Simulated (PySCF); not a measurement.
Sn(H)(Cl)2(Et) (C2H6Cl2Sn), SMILES C[CH2][SnH]([Cl])[Cl]. Atoms are numbered in the order given.

```xyz
11

Sn     0.5368     0.1736     0.0000
Cl    -0.7039     0.8728    -1.8979
Cl    -0.7039     0.8728     1.8979
C      0.4738    -1.9882     0.0000
C     -0.9667    -2.4953     0.0000
H      2.0046     1.0616     0.0000
H      1.0332    -2.3153     0.8905
H      1.0332    -2.3153    -0.8905
H     -0.9919    -3.5975     0.0000
H     -1.5138    -2.1452     0.8890
H     -1.5138    -2.1452    -0.8890
```

The structure is a stationary point at B3LYP-D3(BJ)/def2-SVP. The structure was generated by enumeration; whether it is a known compound was not checked. The def2 effective core potentials stand for the cores of Sn; spin–orbit coupling is left out. Other conformers were not sampled.

Level of theory: PBE/def2-TZVP (PySCF).

* **total energy**: -1214.17547 hartree
* **point group**: Cs
* **highest occupied level**: -7.10 eV
* **lowest empty level**: -2.27 eV
* **orbital gap**: 4.83 eV
* **dipole moment**: 3.58 D
* **quadrupole, principal values (traceless, Buckingham form, about the centre of nuclear charge)**: -6.99, 2.10, 4.89 D·Å
* **mean static polarisability**: 90.8 bohr³ (13.45 Å³)
* **polarisability, principal values**: 81.9, 93.1, 97.3 bohr³
